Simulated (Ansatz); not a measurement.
Born–Oppenheimer molecular dynamics of CH5BrGe (8 atoms, charge 0, multiplicity 1). It starts at the highest image of a converged band. Of that band: Neighbouring images differ by up to 1.6 eV, so the band resolves the path poorly. A vibrational analysis at the climbing image gives one clearly imaginary mode, 195i cm⁻¹: a first-order saddle point.

The calculation used RKS PBE-D4/def2-SVP in Ansatz.

```yaml
ensemble: NVE (velocity Verlet)
time_step: 0.5 fs
steps_asked: 200
starting_velocities_drawn_for: 100 K
seed: 4071
```

First frame:

```xyz
8
Properties=species:S:1:pos:R:3
Ge -1.111 -0.517 -0.179
Br 2.512 -0.466 -0.965
C 0.086 0.693 0.560
H 1.133 0.262 -0.040
H -1.653 -0.323 -1.611
H -1.205 -1.964 0.350
H 0.278 0.574 1.641
H -0.040 1.743 0.244
```

(1) How far do the bonds stretch over the last three quarters of this one trajectory? (Pairs bonded in most of those frames.)

Answers

(1) 
```tsv
bond	mean (Å)	spread (Å)	shortest	longest
Ge1–C3	1.871	0.023	1.83	1.93
Ge1–H5	1.544	0.006	1.53	1.55
Ge1–H6	1.543	0.002	1.54	1.55
Br2–H4	1.883	0.124	1.75	2.19
C3–H4	1.249	0.064	1.12	1.33
C3–H7	1.105	0.011	1.09	1.12
C3–H8	1.105	0.007	1.09	1.12
```

Mean temperature of the second half: 110 K. The conserved energy stayed within 0.032 meV per atom of its start (net change 0.011 meV per atom), so the integration is sound. A run of 0.1 ps of so small a system gives no equilibrium averages. The orbitals stay closed-shell, which can raise the energy where a bond breaks towards radicals; this wasn't checked here.

The run took 5.9 min on 2 threads of Arm Neoverse V1 (shared host), peak memory 0.31 GiB.
